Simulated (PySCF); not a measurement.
C₇H₁₀N (doublet state).
Atom-mapped SMILES: `[CH3:1][NH:2][C@@:3]12[CH:4]=[CH:5][CH2:6][C:7]1[CH2:8]2` (hydrogens: H9, H10, H11 on C1; H12 on N2; H13 on C4; H14 on C5; H15, H16 on C6; H17, H18 on C8)

Geometry (GFN2-xTB, Å), atoms numbered from 1 in this order:
```xyz
18
C7H10N angstrom
C      2.3637   -0.2725    0.2859
N      1.4903   -0.1945   -0.8716
C      0.1126   -0.0595   -0.5308
C     -0.6274   -1.1202    0.2006
C     -1.5555   -0.5985    0.9989
C     -1.5891    0.9066    0.9342
C     -0.5294    1.2125   -0.0770
C     -0.7301    0.8295   -1.4757
H      2.2346    0.6400    0.8668
H      3.3951   -0.3294   -0.0585
H      2.1599   -1.1312    0.9412
H      1.6285   -1.0003   -1.4755
H     -0.3833   -2.1656    0.1046
H     -2.2228   -1.1437    1.6451
H     -1.3584    1.3298    1.9173
H     -2.5688    1.2870    0.6350
H     -1.7061    0.5071   -1.8239
H     -0.1225    1.3093   -2.2283
```

The hyperfine couplings belong to this conformer and change with its torsions.

Theory: PySCF, UKS B3LYP, pcH-1 on C H N, non-relativistic, mean-field spin-orbit, GIAO. One conformer (not necessarily the lowest) at the GFN2-xTB geometry, without solvent, vibrations or thermal averaging. The geometry wasn't refined by DFT: couplings that depend on bond lengths, twists or pyramidal angles can differ widely from those at the functional's own minimum. The SCF solution wasn't tested for stability.

Task: Match the computed a_iso(13C) values +373.2, +46.6, -10.9, -8.8, +4.4, +0.8 MHz with the sites C1; C3; C5; C6; C7; C8.

Result: 
```json
{"site": "C1", "a_iso (MHz)": "+0.8", "ρ(0) (bohr⁻³)": "+0.0007", "position": "3 bonds from C7", "distance from C7 (Å)": "3.27", "spin population": "+0.01", "largest |T| (MHz)": "1.5"}
{"site": "C3", "a_iso (MHz)": "-8.8", "ρ(0) (bohr⁻³)": "-0.0078", "position": "1 bond from C7", "distance from C7 (Å)": "1.50", "spin population": "+0.04", "largest |T| (MHz)": "13.4"}
{"site": "C5", "a_iso (MHz)": "+46.6", "ρ(0) (bohr⁻³)": "+0.0415", "position": "2 bonds from C7", "distance from C7 (Å)": "2.34", "spin population": "+0.05", "largest |T| (MHz)": "8.1"}
{"site": "C6", "a_iso (MHz)": "+4.4", "ρ(0) (bohr⁻³)": "+0.0039", "position": "1 bond from C7", "distance from C7 (Å)": "1.50", "spin population": "-0.04", "largest |T| (MHz)": "7.4"}
{"site": "C7", "a_iso (MHz)": "+373.2", "ρ(0) (bohr⁻³)": "+0.3320", "position": "largest spin population", "distance from C7 (Å)": "0.00", "spin population": "+0.86", "largest |T| (MHz)": "130.8"}
{"site": "C8", "a_iso (MHz)": "-10.9", "ρ(0) (bohr⁻³)": "-0.0097", "position": "1 bond from C7", "distance from C7 (Å)": "1.46", "spin population": "+0.01", "largest |T| (MHz)": "11.4"}
```

ρ(0) is the spin density at the nucleus and T the dipolar tensor; entries for several nuclei are means. The largest Mulliken spin population is on C7 (+0.86). The angles at C7 add up to 292.3°, so it is pyramidal.

Nuclei that the bonding pattern makes equivalent are averaged, as if the motion that swaps them (rotation, inversion, ring flip) were fast.
